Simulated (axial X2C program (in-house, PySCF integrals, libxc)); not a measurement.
BeO: computed against measured constants

Computed with an in-house relativistic program for diatomic molecules. Spin-free means the one-electron spin-free X2C Hamiltonian; two-component (2c) means X2C with spin–orbit coupling and atomic mean-field two-electron Coulomb and Gaunt terms, so the difference of the two also holds small scalar two-electron terms. Basis: O dyall-av3z [7s6p3d2f], Be dyall-cv3z [8s8p3d1f] (cores contracted in-house); Gaussian nuclei, density fitting, unrestricted open shells. Masses: O 15.995 u, Be 9.012 u.

```
Hamiltonian  level  Re (Å)  ωe (cm⁻¹)  ωexe (cm⁻¹)  De (eV)
  spin-free   PBE0   1.318     1563.8         10.5     4.59
  spin-free     HF   1.292     1720.4         9.96     1.67
  spin-free    M06   1.312     1596.6         12.5     4.79
         2c   PBE0   1.318     1563.6         10.5     4.59
         2c     HF   1.292     1720.2         9.95     1.67
         2c    M06   1.312     1596.4         12.5     4.79
```

De refers to O + Be.

Measured (Huber and Herzberg, Constants of Diatomic Molecules, 1979; state 1Σ+): Re (Å) 1.3309, ωe (cm⁻¹) 1487.32, ωexe (cm⁻¹) 11.83.

(1) Work out the error of each level, computed minus measured.

Occupations by symmetry block were frozen at the best pattern of an incomplete PBE0 search. Closed shells are restricted here (equal orbitals for both partners); the stretched side of such a curve lies too high. Dissociation energies refer to the lowest single-determinant-based atoms at the same level and basis. The 2c atoms are single determinants rather than J levels; their spin–orbit lowering is only partly caught, and De is too large by that part. This holds for PBE0, M06. The functionals have no current-density term, which raises determinants with orbital currents, atoms included.

Results:

(1) 

```tsv
Hamiltonian	level	Re (Å)	ωe (cm⁻¹)	ωexe (cm⁻¹)
spin-free	PBE0	-0.013	76.5	-1.33
spin-free	HF	-0.039	233.1	-1.87
spin-free	M06	-0.019	109.3	0.67
2c	PBE0	-0.013	76.3	-1.33
2c	HF	-0.039	232.9	-1.88
2c	M06	-0.019	109.1	0.67
```
